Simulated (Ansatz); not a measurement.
Isolated molecules relaxed with PBE0-D4/def2-TZVP in Ansatz; ΔE leaves out vibrations. CCSD(T)/CBS is the MP2 limit (def2-TZVPP, def2-QZVPP) plus CCSD(T) − MP2 in def2-TZVPP, frozen cores. This one scheme is used for every species. Functionals use def2-TZVPP. HSE06 is defined as in plane-wave codes. Elements past krypton have def2 core potentials. For I outer-core shells are correlated without core-valence functions, which leaves a few kJ/mol of doubt a bond.

Reaction (ligand exchange at the Si–I bond): `Cl[Si](Cl)(I)I` + HCl → `Cl[Si](Cl)(Cl)I` + HI

```json
{"level": "revPBE-D4", "ΔE (kJ/mol)": "-11.0", "difference from CCSD(T)/CBS": "-1.5"}
{"level": "HSE06-D4", "ΔE (kJ/mol)": "-10.7", "difference from CCSD(T)/CBS": "-1.2"}
{"level": "revPBE", "ΔE (kJ/mol)": "-13.2", "difference from CCSD(T)/CBS": "-3.7"}
{"level": "BLYP", "ΔE (kJ/mol)": "-19.8", "difference from CCSD(T)/CBS": "-10.3"}
{"level": "HSE06", "ΔE (kJ/mol)": "-13.7", "difference from CCSD(T)/CBS": "-4.2"}
{"level": "LC-ωPBE", "ΔE (kJ/mol)": "-18.7", "difference from CCSD(T)/CBS": "-9.2"}
{"level": "HF/def2-SVP", "ΔE (kJ/mol)": "-28.0", "difference from CCSD(T)/CBS": "-18.5"}
{"level": "MP2/def2-TZVPP", "ΔE (kJ/mol)": "-9.4", "difference from CCSD(T)/CBS": "0.1"}
{"level": "CCSD/def2-TZVPP", "ΔE (kJ/mol)": "-18.4", "difference from CCSD(T)/CBS": "-8.9"}
{"level": "SCS-MP2/def2-QZVPP", "ΔE (kJ/mol)": "-10.1", "difference from CCSD(T)/CBS": "-0.6"}
{"level": "CCSD(T)/CBS", "ΔE (kJ/mol)": "-9.5", "difference from CCSD(T)/CBS": "0"}
```

Problem. What do rigid-rotor, harmonic-oscillator terms from PBE0-D4/def2-TZVP frequencies (298.15 K, 1 bar) make of the CCSD(T)/CBS value? (Estimate.)

Solution. The calculation gave: ΔZPE = -1.8 kJ/mol, ΔH = -12.4 kJ/mol, ΔS = -5 J/(mol·K), ΔG = -11.0 kJ/mol.

Largest T1 diagnostic among the species: 0.009.

In def2-TZVPP, CCSD(T) changes the Hartree–Fock value by +8.3 kJ/mol (the triples alone add +1.8 kJ/mol) and MP2 by +15.5 kJ/mol. The D4 term adds +5.5 kJ/mol with B3LYP and +3.0 kJ/mol with PBE0; it sums over pairs of atoms, weighted by their polarisabilities, and B3LYP, whose exchange is more repulsive, gets the larger term.

B3LYP here is the variant with VWN-RPA as its local correlation; programs differ in this.
